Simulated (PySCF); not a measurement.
carbon diselenide (CSe2), SMILES [Se]=C=[Se].

Coordinates come from a PBE-D3(BJ)/def2-TZVP optimisation.

Method: PySCF with PBE-D3(BJ)/def2-TZVP.

Frequencies are harmonic and unscaled.

Modes within 1.5 cm⁻¹ of each other (mostly degenerate sets) share a row, with their intensities summed.

```
mode  ν (cm⁻¹)  IR (km/mol)  moving atoms (share of kinetic energy)
----  --------  -----------  --------------------------------------
1–2        311         15.8                                  C 93 %
3          373          0.0                                Se 100 %
4         1315        399.7                                  C 93 %
```
